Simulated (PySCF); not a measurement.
## Working out the excitation energy of Ne²⁺

Ne²⁺ [He] 2s2 2p4 (3P) → Ne²⁺ [He] 2s1 2p4 3s1 (5P). Calculation: PySCF 2.14, in x2c-TZVPPall with one added diffuse shell each of s, p, d type (6s4p3d1f, 40 functions); scalar relativity by spin-free X2C-1e. Frozen: nothing. Energies in hartree (1 hartree = 27.21139 eV):

```csv
part,Ne²⁺ (lower),Ne²⁺ (upper)
UHF,-126.513784,-124.301465
MP2 opposite-spin,-0.123971,-0.094090
MP2 same-spin,-0.035651,-0.035708
```

Q: What does Hartree-Fock give?

A: (-124.301465) − (-126.513784) = 2.212319 hartree = 60.200 eV.

Q: What do MP2 and SCS-MP2 (6/5 opposite-spin, 1/3 same-spin) give?

A: The opposite-spin parts differ by 0.813 eV and the same-spin parts by -0.002 eV. MP2: 60.200 + (0.813) + (-0.002) = 61.011 eV. SCS-MP2: 60.200 + 1.2 × (0.813) + (-0.002)/3 = 61.175 eV.
